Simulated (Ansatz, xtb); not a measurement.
Two isomers of C5H3BrO3

We compare a, `CC1=C(Br)C(=O)OC1=O`, a singlet, with b, `O=C(O)c1ccc(Br)o1`, a singlet. Both are isolated molecules in the gas phase, relaxed with B3LYP-D3(BJ)/def2-SVP; the shapes shown needn't be the lowest conformers.

a (Å):

```yaml
atoms:
  - { symbol: C, position_ang: [-2.0128, 0.0901, 0.5018] }
  - { symbol: C, position_ang: [-0.8082, -0.7231, 0.7973] }
  - { symbol: C, position_ang: [0.0223, -0.7491, 1.8565] }
  - { symbol: C, position_ang: [1.0902, -1.7753, 1.6294] }
  - { symbol: C, position_ang: [-0.2900, -1.7506, -0.1610] }
  - { symbol: Br, position_ang: [-0.0229, 0.2633, 3.4175] }
  - { symbol: O, position_ang: [2.0021, -2.0985, 2.3206] }
  - { symbol: O, position_ang: [0.8371, -2.3395, 0.3899] }
  - { symbol: O, position_ang: [-0.7232, -2.0586, -1.2285] }
  - { symbol: H, position_ang: [-2.8813, -0.5656, 0.3280] }
  - { symbol: H, position_ang: [-1.8650, 0.6654, -0.4266] }
  - { symbol: H, position_ang: [-2.2371, 0.7806, 1.3250] }
```

b (Å):

```yaml
atoms:
  - { symbol: C, position_ang: [-2.3269, -0.4798, 0.5984] }
  - { symbol: C, position_ang: [-0.9296, -0.7931, 0.9136] }
  - { symbol: C, position_ang: [0.1928, -0.9625, 0.1387] }
  - { symbol: C, position_ang: [1.2641, -1.2551, 1.0332] }
  - { symbol: C, position_ang: [0.7002, -1.2392, 2.2862] }
  - { symbol: Br, position_ang: [1.4448, -1.5274, 3.9669] }
  - { symbol: O, position_ang: [-3.2185, -0.3606, 1.4017] }
  - { symbol: O, position_ang: [-2.4967, -0.3376, -0.7353] }
  - { symbol: O, position_ang: [-0.6120, -0.9642, 2.2313] }
  - { symbol: H, position_ang: [-3.4371, -0.1330, -0.8704] }
  - { symbol: H, position_ang: [0.2316, -0.8837, -0.9448] }
  - { symbol: H, position_ang: [2.3062, -1.4510, 0.7967] }
```

Energies in hartree; the thermal terms are from GFN2-xTB frequencies at re-optimised GFN2-xTB minima (ideal gas, soft modes damped towards free rotors, one conformer each, 298.15 K, 1 atm) and include the zero-point energy:

```
                               a            b
E, CCSD(T)/def2-SVP  −2988.946036  −2988.925179
    E, MP2/def2-SVP  −2988.868175  −2988.851965
  E, MP2/def2-TZVPP  −2989.998250  −2989.984622
  zero-point energy      0.070841      0.071980
       H(298 K) − E      0.080542      0.081009
       G(298 K) − E      0.035477      0.037324
```

Problem. Correct the CCSD(T) difference for the basis set by the MP2 change, then work out ΔE, ΔE₀, ΔH and ΔG for a → b in kcal/mol (1 Eh = 627.51 kcal/mol) and the equilibrium ratio [b]/[a].

Solution. 1. Differences b − a: CCSD(T) +0.020857, MP2 in the small set +0.016210, MP2 in the large set +0.013628 Eh.
2. ΔE = +0.020857 + (+0.013628 − (+0.016210)) = +0.018275 Eh = +11.47 kcal/mol.
3. ΔE₀ = ΔE + ΔZPE = +0.018275 + (+0.001139) Eh = +12.18 kcal/mol.
4. ΔH = ΔE + (+0.000467) Eh = +11.76 kcal/mol.
5. ΔG = ΔE + (+0.001847) Eh = +12.63 kcal/mol, so ΔS = (ΔH − ΔG)/T = −12.2 J/(mol K).
6. kT = 0.9442 mEh, so K = [b]/[a] = exp(−ΔG/kT) = exp(−21.31) ≈ 5.6 × 10^−10.

Structure a is favoured at this temperature. An error of 1 kcal/mol in ΔG would change K by a factor of 5.4. GFN2-xTB gave ΔE the other sign. Mirror images and further conformers aren't counted.

As drawn, b has 3 C∷C, 2 C∷O, 1 O–H in place of 2 C–C, 1 C=C, 1 C=O, 1 C–O, 1 C–H (∷ is an aromatic bond). Structure a has a 5-membered ring, b a 5-membered ring (with an aromatic ring).

Other levels gave ΔE = −2.0 (GFN2-xTB); +13.2 (HF/STO-3G, GFN2-xTB geometries); +11.8 (r2SCAN-D4/def2-SVP, GFN2-xTB geometries); +11.7 (B3LYP-D3(BJ)/def2-SVP); +14.7 (HF/def2-SVP); +10.2 (MP2/def2-SVP); +13.1 (CCSD(T)/def2-SVP) kcal/mol. The correlated steps freeze 17 core orbitals; the filled d shell of Br is correlated, in a basis made for valence electrons. Programs: Ansatz 0.2.0, xtb 6.7.1.
